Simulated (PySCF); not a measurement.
**Electronic structure of Ge(3+) (germanium, charge +3) at the UHF level**

Configuration: [Ar] 3d10 4s1, 2S determinant. Calculation: PySCF 2.14, in aug-cc-pVTZ-PP with one added diffuse shell each of s, d, f type with ECP10MDF (7s5p5d3f, 68 functions); scalar relativity through the core potential.

```json
{
  "Total energy": "-291.337264 hartree",
  "One-electron energy": "-496.3968 hartree",
  "Hartree (Coulomb) energy": "228.0395 hartree",
  "Exchange energy": "-22.9800 hartree",
  "⟨S²⟩": "0.7503",
  "⟨L²⟩": "0.000",
  "Sum of ⟨r⟩": "14.20 bohr",
  "Sum of ⟨r²⟩": "14.26 bohr²"
}
```

```csv
shell,electrons,mean orbital energy (eV),"rms radius, mean of both spins (bohr)"
3s α,1,-233.97,0.670
3s β,1,-233.34,0.670
3p α,3,-177.11,0.701
3p β,3,-176.85,0.701
3d α,5,-77.491,0.797
3d β,5,-77.273,0.797
4s α,1,-44.737,2.01
```

Energies and moments cover only the electrons outside the core potential.
